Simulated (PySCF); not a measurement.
## C$_{7}$H$_{10}$O: full NMR table

```
Formula                               : C7H10O
SMILES                                : COC1C=CCC=C1
Point group of the computed structure : C1
Degrees of unsaturation               : 3
Carbon signals                        : 5
Proton signals                        : 6
```

Bonds (- single, = double, # triple, : aromatic): C1-O2, O2-C3, C3-C4, C4=C5, C5-C6, C6-C7, C7=C8, C8-C3. C1 carries H9, H10, H11; C3 carries H12; C4 carries H13; C5 carries H14; C6 carries H15, H16; C7 carries H17; C8 carries H18. H15 is cis to O2 on the ring; H16 is trans to O2 on the ring.

PySCF 2.14 calculation with NMR shieldings at PBE0/pcSseg-1/GIAO and GFN2-xTB geometry; isolated molecule, non-relativistic Hamiltonian, one averaged value for each set of equivalent atoms, one computed conformer.

Referencing at the same level of theory: ¹H (31.72 ppm) and ¹³C (186.93 ppm) against TMS; ¹⁷O (336.08 ppm) against H2O.

```tsv
carbon	δC, type	δH (multiplicity)	HMBC from (2–3 bonds)	span of the C tensor (ppm)
C1	58.8, CH3	3.64 (s)	H12	89
C3	76.6, CH	4.14 (m)	H13/H18, H14/H17, H9/H10/H11	66
C4/C8	136.0, CH	6.34 (m)	H13/H18, H14/H17, H12, H15, H16	212
C5/C7	131.4, CH	6.10 (m)	H13/H18, H14/H17, H12, H15, H16	221
C6	31.3, CH2	H15 2.74 (m); H16 2.70 (m)	H13/H18, H14/H17	32
```

Other nuclei:
```tsv
atoms	nucleus	environment	δ (ppm)	σ (ppm)
O2	¹⁷O	ether oxygen	42.4	293.6
```

1. Carbon types of the structure: 5 × CH, 1 × CH2, 1 × CH3, which accounts for all hydrogens.
2. δC 136.0, 131.4: alkene CH; as expected for a trigonal carbon in a double bond.
3. δC 76.6: allylic sp3 CH bonded to O; pulled downfield by the heteroatom.
4. δC 58.8: methyl carbon bonded to O; deshielded by the electronegative neighbour.
5. δC 31.3: allylic sp3 CH2; saturated and bonded to C and H only.
6. δH 2.74, 2.70: hydrogen on an allylic sp3 CH2; allylic position.

Shifts are as computed. Against solution values, carbons near 30 ppm lie about +3 ppm off and those near 130 ppm about +5 ppm. Of 1211 compounds with measured shifts, 218 miss one by over three times the rms of a fit or turn the order of signals round; such compounds aren't used in these exercises. Experimental scales use liquid or dissolved standards, which lie at an offset from isolated H2O (liquid H2O: subtract about 36 ppm). Multiplicities follow the n + 1 count of equivalent neighbours, as no J values were calculated; m marks all less simple cases, F and P coupling included.
